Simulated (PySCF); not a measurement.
How methods differ on the interval between two levels of Si⁺

Si⁺ [Ne] 3s2 3p1 [2P3/2, M_J = 3/2] → Si⁺ [Ne] 3s2 4s1 [2S1/2, M_J = 1/2], as a difference of total energies. Calculation: PySCF 2.14, in x2c-SVPall-2c with one added diffuse shell each of s, p type (5s5p1d, 25 functions); the two-component X2C-1e Hamiltonian. Correlated levels: [Ne] frozen. "Screened" scales the spin-orbit matrix elements by Boettger's factors to mimic the two-electron term; Breit and QED terms are absent.

```
                    method  interval between two levels (cm⁻¹)
           GHF (spin-free)                               63538
          GMP2 (spin-free)                               63858
 GHF (screened spin-orbit)                               63430
GMP2 (screened spin-orbit)                               63751
```

Errors of the correlated levels include the incompleteness of this basis and the frozen core.

For comparison: 65213 cm⁻¹ (measured; NIST Handbook of Basic Atomic Spectroscopic Data (Sansonetti and Martin, J. Phys. Chem. Ref. Data 34, 1559 (2005))).
